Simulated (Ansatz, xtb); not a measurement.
Two isomers of C5H6F2NS+

Structure X: `C[n+]1ccsc1C(F)F`, a singlet. Structure Y: `C[n+]1cc(F)sc1CF`, a singlet. Both are isolated ions in the gas phase, relaxed with B3LYP/def2-SVP; the shapes shown needn't be the lowest conformers.

X (Å):

```yaml
atoms:
  - { symbol: C, position_ang: [1.0685, -0.5663, -0.6620] }
  - { symbol: C, position_ang: [0.5030, -1.9352, 1.3700] }
  - { symbol: C, position_ang: [-0.5356, -2.3104, 2.1687] }
  - { symbol: C, position_ang: [-1.1952, -0.8401, 0.3334] }
  - { symbol: C, position_ang: [-1.8858, 0.0451, -0.6907] }
  - { symbol: F, position_ang: [-1.3360, 1.2755, -0.6419] }
  - { symbol: F, position_ang: [-1.6824, -0.4723, -1.9193] }
  - { symbol: N, position_ang: [0.1147, -1.1043, 0.3371] }
  - { symbol: S, position_ang: [-2.0094, -1.6111, 1.6135] }
  - { symbol: H, position_ang: [1.0508, 0.5297, -0.6216] }
  - { symbol: H, position_ang: [0.7696, -0.9037, -1.6621] }
  - { symbol: H, position_ang: [2.0692, -0.9389, -0.4190] }
  - { symbol: H, position_ang: [1.5499, -2.2193, 1.4731] }
  - { symbol: H, position_ang: [-0.5062, -2.9563, 3.0461] }
  - { symbol: H, position_ang: [-2.9688, 0.1165, -0.4947] }
```

Y (Å):

```xyz
15

C    -1.1184    1.1580    0.6749
C     1.0521    0.2474    1.5151
C     2.2405   -0.2603    1.0861
C     0.7343    0.3125   -0.7484
C     0.0240    0.5734   -2.0506
F     3.2372   -0.6630    1.8153
F    -0.4636    1.8520   -2.0541
N     0.2165    0.5574    0.4561
S     2.3203   -0.3289   -0.6561
H    -1.8317    0.7488   -0.0499
H    -1.4457    0.9085    1.6906
H    -1.0544    2.2471    0.5492
H     0.7436    0.4099    2.5467
H    -0.8134   -0.1385   -2.1720
H     0.7225    0.4319   -2.8908
```

Estimate E(Y) − E(X) at the level CCSD(T)/def2-SVP + ΔMP2/def2-TZVPP.

Calculated at CCSD(T)/def2-SVP + ΔMP2/def2-TZVPP: E(Y) − E(X) = +14.8 kcal/mol, so structure X lies lower.

The same difference at several levels:

| level | geometry | E(Y) − E(X) (kcal/mol) | departure from the last row (kcal/mol) | job, with rough time for the two |
| --- | --- | --- | --- | --- |
| GFN2-xTB | GFN2-xTB | +5.4 | −9.4 | optimisation, 0.36 s |
| HF/STO-3G | GFN2-xTB | +2.1 | −12.7 | single point, 0.86 s |
| r2SCAN-D4/def2-SVP | GFN2-xTB | +13.9 | −0.9 | single point, 8.4 s |
| B3LYP/def2-SVP | B3LYP/def2-SVP | +13.5 | −1.4 | optimisation, 1.9 min |
| HF/def2-SVP | B3LYP/def2-SVP | +16.4 | +1.5 | part of the CCSD(T) run |
| MP2/def2-SVP | B3LYP/def2-SVP | +16.9 | +2.1 | part of the CCSD(T) run |
| CCSD(T)/def2-SVP | B3LYP/def2-SVP | +15.8 | +0.9 | single point |
| CCSD(T)/def2-SVP + ΔMP2/def2-TZVPP | B3LYP/def2-SVP | +14.8 |  | single point, 4.7 min |

As drawn, both hold the same kinds of bond in the same numbers.

The levels shown agree on the order. The largest departure from CCSD(T)/def2-SVP + ΔMP2/def2-TZVPP is that of HF/STO-3G, 12.7 kcal/mol. The last row adds to CCSD(T) the change of the MP2 difference between the two basis sets, here −0.9 kcal/mol.

With thermal terms from frequencies at re-optimised GFN2-xTB minima (ideal gas, soft modes damped towards free rotors, one conformer each, 298.15 K, 1 atm): on the last row, ΔE + ΔZPE = +14.7, ΔH = +14.9, ΔG = +14.6 kcal/mol.

The correlated steps freeze 13 core orbitals. Programs: Ansatz 0.2.0, xtb 6.7.1; the last row on 4 threads of Arm Neoverse N1 on a shared host.
